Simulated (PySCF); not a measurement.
TiCl3, SMILES [Cl][Ti+]([Cl])[Cl], charge +1, multiplicity 1. Geometry optimised at PBE0-D3(BJ)/def2-SVP. The spin state was assumed, not searched. The isomer is the one that the SMILES or the coordinates give; other isomers of the formula were not compared.

All values below come from PBE0-D3(BJ)/def2-SVP (PySCF).

Harmonic wavenumbers (cm⁻¹): 121, 141, 141, 477, 565, 565. Rotational constants (GHz): 2.258, 2.258, 1.214; symmetry number 3.

Question: Work out the zero-point energy and the ideal-gas rigid-rotor harmonic-oscillator thermochemistry at 298.15 K and 1 atm.

Answer: ZPE = ½ Σ hcν = ½ × 2010 cm⁻¹ = 2.87 kcal/mol. H − E(el) = 6.88 kcal/mol. Entropy in cal/(mol K): translation 41.01, rotation 26.16, vibration 10.41, total 77.58. G − E(el) = -16.24 kcal/mol. Cp = 17.22 cal/(mol K). Modes under 150 cm⁻¹ make the vibrational entropy uncertain.
